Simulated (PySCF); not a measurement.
Ga(Me)(PH2)2 (CH7GaP2), SMILES [PH2][Ga]([CH3])[PH2].

The structure is a stationary point at r2SCAN-D4/def2-SVP. The structure was generated by enumeration; whether it is a known compound was not checked. One conformer was computed; it need not be the lowest.

All values below come from PySCF with PBE/def2-TZVP.

Gas-phase values at a fixed geometry.

The total energy comes out as -2649.26153 hartree and the highest occupied level comes out as -5.80 eV. The lowest empty level is -2.03 eV, the orbital gap is 3.76 eV and the dipole moment is 1.59 D. The quadrupole, principal values (traceless, Buckingham form, about the centre of nuclear charge) is -4.86, -0.11, 4.96 D·Å, the mean static polarisability is 103.0 bohr³ (15.26 Å³) and the polarisability, principal values comes out as 73.3, 106.2, 129.4 bohr³.
